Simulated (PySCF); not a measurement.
C₃H₂N₃, SMILES [c]1ncncn1, multiplicity 2. Atoms are numbered in the order given.

```xyz
8

C      0.0000     0.0000    -1.3181
N      0.0000    -1.1781    -0.7523
C      0.0000    -1.1287     0.5904
N      0.0000     0.0000     1.2975
C      0.0000     1.1287     0.5904
N      0.0000     1.1781    -0.7523
H      0.0000    -2.0795     1.1364
H      0.0000     2.0795     1.1364
```
Charge 0, spin multiplicity 2.

Geometry: B3LYP-D3(BJ)/def2-SVP. The isomer is the one that the SMILES or the coordinates give; other isomers of the formula were not compared.

Method: PySCF with PBE/pcH-1.

Unrestricted Kohn–Sham, ⟨S²⟩ = 0.753. Hyperfine tensors hold the contact and dipolar terms, without spin-orbit corrections.

Computed hyperfine couplings:
```csv
nucleus,A(iso) (MHz),A(iso) (G),dipolar principal values (MHz)
13C no. 1,662.0,236.2,"-57.5, -46.2, 103.7"
14N no. 2,90.5,32.3,"-6.6, -3.3, 9.9"
13C no. 3,34.1,12.2,"-7.3, -6.7, 14.0"
14N no. 4,1.7,0.6,"-3.7, -1.4, 5.1"
13C no. 5,34.1,12.2,"-7.3, -6.7, 14.0"
14N no. 6,90.5,32.3,"-6.6, -3.3, 9.9"
1H no. 7,13.0,4.7,"-3.7, -1.8, 5.5"
1H no. 8,13.0,4.7,"-3.7, -1.8, 5.5"
```

And the g tensor (effective nuclear charges for spin-orbit coupling, GIAO)? (Estimate from the structure and the level; the computed values follow.)

principal values 2.0001, 2.0019, 2.0041; isotropic 2.0020.
